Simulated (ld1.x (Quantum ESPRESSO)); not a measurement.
## What one change does to a pseudopotential (indium, TM)

indium (In), norm-conserving Troullier–Martins (Kleinman–Bylander form), made with ld1.x (Quantum ESPRESSO) 7.5 (PBE, scalar-relativistic). Core [Kr] 4d10, reference 5s1 5p0 (charge +2). Waves: 5s (bound): rc 1.80 bohr; 5d channel at 0.05 Ry: rc 2.20 bohr; 5p (bound, empty): rc 2.45 bohr. Local part: the p channel. Core correction: none.

All-electron outer shells of the reference configuration (PBE, scalar-relativistic, ld1.x):

```json
{"shell": "5s", "level (eV)": "-23.67", "outermost node (bohr)": "1.02", "outermost maximum (bohr)": "2.06"}
{"shell": "5p", "level (eV)": "-16.22", "outermost node (bohr)": "1.13", "outermost maximum (bohr)": "2.45"}
```

Change: all radii scaled by about 1.04 (s 1.88, p 2.56, d 2.30 bohr).

Cutoffs: the cutoffs (Ry, on a coarse ladder) from which the occupation-weighted sum of valence levels, in a spherical-Bessel basis at the reference potential, stays within 10 and 1 mRy of its value at 400 Ry; they do not see the model core or the augmentation charge, which bear on the density cutoff. Errors are all-electron minus pseudo energies relative to the spin-unpolarised reference configuration.

Q: How do hardness, ghosts and transferability respond?

A: The potential gets softer (18 Ry and 45 Ry → 15 Ry and 30 Ry); both files keep a bound ghost (d); the errors of the 7 common tests hardly move. A larger radius leaves more room for a smooth pseudo-wave, so fewer plane waves are needed.

```tsv
quantity	base	changed
cutoff, loose	18 Ry	15 Ry
cutoff, tight	45 Ry	30 Ry
bound ghosts	d	d
error for 5s2 5p1, meV [ΔE -24.60 eV]	+387	+387
error for 5s2 5p0, meV [ΔE -19.23 eV]	+179	+180
error for 5s2 5p0.5, meV [ΔE -22.66 eV]	+288	+289
error for 5s1 5p1, meV [ΔE -12.64 eV]	+171	+170
error for 5s0 5p3, meV [ΔE -12.65 eV]	+478	+473
error for 5s1 5p2, meV [ΔE -18.76 eV]	+393	+390
error for 5s2 5p1.3, meV [ΔE -25.13 eV]	+431	+431
```

 A true bound ghost makes a file unfit for plane-wave use even where its test errors are small: the radial tests pick states by their node count and pass the ghost by.
